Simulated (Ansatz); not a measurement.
`F[CH]([SiH3])[SnH3]` → `F[CH2][SnH3]` + `[SiH2]` at 500 K and 1 bar (silylene formation by 1,1-elimination).

Gas-phase electronic energies from Ansatz, PBE0-D4/def2-TZVP geometries. CCSD(T)/CBS adds triple-zeta CCSD(T) − MP2 to the extrapolated MP2 energy (def2 sets, frozen cores). This one scheme is used for every species. Elements past krypton have def2 core potentials. For Sn outer-core shells are correlated without core-valence functions, which leaves a few kJ/mol of doubt a bond.

```
              species  CCSD(T)/CBS energy (Eh)  H − E (kJ/mol)  S (J/(mol·K))
`F[CH]([SiH3])[SnH3]`               -645.10647           219.4          446.4
       `F[CH2][SnH3]`               -354.83026           165.8          367.5
             `[SiH2]`               -290.19011            48.0          226.5
```

H − E and S are ideal-gas, rigid-rotor, harmonic terms from PBE0-D4/def2-TZVP, for one conformer and one mirror image of each species. 1 Eh = 2625.50 kJ/mol, R = 8.31446 J/(mol·K).

**Question.** By hand: ΔE, ΔH, ΔS and ΔG.

**Answer.** ΔE = (-354.83026) + (-290.19011) − (-645.10647) = 0.08610 Eh = 226.1 kJ/mol. Δ(H − E) = 165.8 + 48.0 − 219.4 = -5.6, so ΔH = 220.5 kJ/mol. ΔS = 367.5 + 226.5 − 446.4 = 147.6 J/(mol·K). ΔG = 220.5 − 500 × (147.6)/1000 = 146.7 kJ/mol.

**Question.** By hand: the equilibrium constant, and the temperature at which ΔG would vanish if ΔH and ΔS stayed fixed.

**Answer.** log₁₀ K = −ΔG/(RT ln 10) = -15.3. ΔG = 0 at ΔH/ΔS = 1494 K.

The number of gas molecules changes by +1, which sets the sign of ΔS. A doubt of 5 kJ/mol in ΔE shifts log₁₀ K by 0.5 here. Other conformers and mirror images would add mixing entropy, several J/(mol·K) or more a flexible species. Modes under 60 cm⁻¹, often nearly free rotors, make the harmonic entropy too high. These are equilibria of isolated gas molecules and say nothing of rates. Largest T1 diagnostic: 0.014 (customary marks: 0.02 for closed shells, 0.045 for open ones).
